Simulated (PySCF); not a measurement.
Molecule: `N#C[C@H](C(F)F)S(=O)(=O)[O-]`, [C$_{3}$H$_{2}$F$_{2}$NO$_{3}$S]-.

Bonds (- single, = double, # triple, : aromatic): N1#C2, C2-C3, C3-C4, C4-F5, C4-F6, C3-S7, S7=O8, S7=O9, S7-O10. C3 carries H11; C4 carries H12. Formal charges: O10 -1. Stereochemistry as in N#C[C@H](C(F)F)S(=O)(=O)[O-].

Total charge -1.

Frames of a GFN2-xTB Langevin trajectory at 300 K; GIAO PBE0/pcSseg-1 shieldings in PySCF, gas phase, non-relativistic; equivalent atoms averaged within each frame.

Shifts are taken against calculated references (same method and geometry level): NH3 for 15N (σ = 267.73 ppm); TMS for 13C (σ = 186.93 ppm); 19F (σ = 170.95 ppm) against CFCl3; 33S (σ = 503.73 ppm) vs CS2; H2O for 17O (σ = 336.08 ppm). The references are static minima.

Task: How do the shifts (ppm) fluctuate along the trajectory?

Result: 
```tsv
time (fs)	N1	C4	C2	C3	F6	F5	S7	O9	O8	O10
250	291.2	125.7	120.3	61.5	-134.6	-150.9	310	249.5	249.0	223.4
425	290.8	129.7	117.6	58.4	-139.4	-126.5	338	258.1	256.1	302.9
625	300.3	130.8	120.0	62.3	-145.4	-111.8	323	258.7	255.9	265.2
800	309.4	129.9	123.0	56.8	-135.1	-100.9	315	250.9	241.1	226.4
1000	306.2	125.8	125.5	60.4	-140.5	-115.7	302	214.5	245.2	237.1
mean of frames	299.6	128.4	121.3	59.9	-139.0	-121.2	318	246.4	249.4	251.0
standard deviation	8.5	2.4	3.1	2.3	4.4	19.0	14	18.3	6.6	33.4
```

5 frames give an uncertainty of the mean of about the standard deviation over 2.2 at best, since frames this close in time may not be independent; classical motion lacks zero-point vibration, and the reference would need the same averaging.
